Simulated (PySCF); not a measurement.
# Simulated characterisation data

- geometry: PBE0-D3(BJ)/def2-SVP
- PBE0/pcSseg-1 with gauge-including orbitals
- spin–spin couplings from B3LYP/pcJ-1 (spin–dipole term left out of most H,H and C,H couplings)
- program: PySCF
- gas phase, relativity neglected, one conformer, rapidly exchanging positions averaged

Chemical shifts δ = σref − σ; $^{1}$H (σref 31.27) and $^{13}$C (σref 184.41) against TMS, all at this level. Multiplet labels drop J under 1 Hz and among equivalent protons, and merge close values. Unscaled 3J(H,H) run several per cent high. Vicinal couplings that depend on rotamer populations or ring flexing (ring, CH–CH, X–H and H–F types) are those of the one conformer. Shifts are as computed. Against solution values, carbons near 30 ppm lie about +2 ppm off and those near 130 ppm about +5 ppm (rms about the fit 1.9 ppm; single classes can miss by 10 ppm). Of 1328 compounds with measured shifts, 309 miss one by over three times the rms of a fit or turn the order of signals round; such compounds aren't used in these exercises. Signals without a measured value on file couldn't be tested in this way; 1H shifts scatter by 0.2 ppm about their fit, and single ones miss by 0.5 ppm.

**1.** methyl 3-methylbenzoate (SMILES COC(=O)c1cccc(C)c1). $^{1}$H NMR (400 MHz, computed): δ 8.31 (t, J = 1.6 Hz, 1H), 8.00 (m, 1H), 7.43 (m, 1H), 7.42 (m, 1H), 3.85 (s, 3H), 2.46 (s, 3H). $^{13}$C{$^{1}$H} NMR (computed): δ 170.1, 143.0, 139.2, 137.7, 133.6, 133.1, 132.4, 52.2, 23.1.

**2.** `C=C[C@@H]1C=CC=C1OC(C)=O`, C9H10O2. $^{1}$H NMR (400 MHz, computed): δ 6.55 (dt, J = 6.8, 2.5 Hz, 1H), 6.15 (ddd, J = 6.8, 2.3, 1.2 Hz, 1H), 5.94 (dt, J = 2.9, 1.4 Hz, 1H), 5.66 (m, 1H), 5.66 (m, 1H), 5.26 (m, 1H), 4.86 (dtd, J = 11.3, 2.3, 1.5 Hz, 1H), 2.07 (s, 3H). $^{13}$C{$^{1}$H} NMR (computed): δ 172.1 (C), 168.2 (C), 143.0 (CH), 138.9 (CH), 138.7 (CH), 130.4 (CH2), 119.9 (CH), 57.4 (CH), 22.4 (CH3).
